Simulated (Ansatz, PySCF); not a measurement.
Si(F)2(I)(OH) (F2HIOSi), SMILES O[Si](F)(F)I.

Geometry: PBE0-D3(BJ)/def2-SVP. This is a generated structure with no PubChem entry under its InChIKey; it may be hypothetical. The def2 effective core potentials stand for the cores of I; spin–orbit coupling is left out. Other conformers were not sampled.

Vertical ionisation energy (IE) and electron affinity (EA) in eV. Rows of orbital energies are one-electron estimates. Where ΔSCF, EOM or ADC give a negative EA the extra electron is unbound and the value depends on the basis.

```
level                                                                   IE     EA
-------------------------------------------------------------------  -----  -----
−ε(HOMO), −ε(LUMO), CAM-B3LYP/def2-TZVP (PySCF)                       9.56  -0.36
−ε(HOMO), −ε(LUMO), PBE/def2-TZVP (PySCF)                             7.11   1.55
ΔSCF, PBE0/def2-SVPD (Ansatz), final states of multiplicity 2 and 2  10.72  -0.43
ΔSCF, PBE/def2-SVPD (Ansatz), final states of multiplicity 2 and 2   10.49  -0.22
```

Q: What vertical singlet–triplet gap does ΔSCF give with PBE0/def2-SVPD (Ansatz, a quantum-chemistry and plane-wave program) and with PBE/def2-SVPD (Ansatz)? (An estimate is asked for; the answer gives what the named calculation found.)

A: 5.71 and 5.51 eV (triplet above singlet where positive).
